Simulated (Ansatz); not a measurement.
ClH₅OSi₂ (`O[SiH2][SiH2]Cl`). Charge 0, multiplicity 1.

```xyz
9

O    -1.018    1.732   -0.052
Si   -0.776    0.259   -0.753
Si    0.697   -0.976    0.598
Cl    2.151    0.402    1.148
H    -0.239    2.177    0.288
H    -2.108   -0.384   -0.868
H    -0.173    0.374   -2.111
H     0.087   -1.488    1.851
H     1.377   -2.096   -0.101
```

(1) What are the harmonic wavenumbers in cm⁻¹ at PBE0-D4/def2-TZVP (Ansatz, finite differences of forces, unscaled)? (Best estimate.)

(2) Is this a minimum?

(3) Give the ideal-gas thermochemistry at 298.15 K and 1 bar (rigid rotor, harmonic oscillator; point group C1, symmetry number 1).

(4) And at 400, 500, 600, 800 and 1000 K?

## Answers

(1) Computed: 44, 94, 201, 278, 403, 413, 531, 559, 679, 714, 794, 824, 883, 919, 934, 956, 2198, 2224, 2236, 2242, 3898.

(2) Yes, all 21 modes are real.

(3) Zero-point energy 131.7 kJ/mol; H(298) − E = 152.6 kJ/mol; entropy 353.2 J/(mol·K), of which translation 167.8, rotation 114.9, vibration 70.5; G(298) − E = 47.3 kJ/mol. Modes under 100 cm⁻¹ are hindered rotations or soft bends, so the harmonic entropy is rough.

(4) 
```json
{"T (K)": "400", "H − E (kJ/mol)": "164.5", "S (J/mol/K)": "387.3", "G − E (kJ/mol)": "9.5"}
{"T (K)": "500", "H − E (kJ/mol)": "177.7", "S (J/mol/K)": "416.7", "G − E (kJ/mol)": "-30.7"}
{"T (K)": "600", "H − E (kJ/mol)": "192.0", "S (J/mol/K)": "442.9", "G − E (kJ/mol)": "-73.7"}
{"T (K)": "800", "H − E (kJ/mol)": "223.3", "S (J/mol/K)": "487.7", "G − E (kJ/mol)": "-166.9"}
{"T (K)": "1000", "H − E (kJ/mol)": "257.0", "S (J/mol/K)": "525.3", "G − E (kJ/mol)": "-268.3"}
```
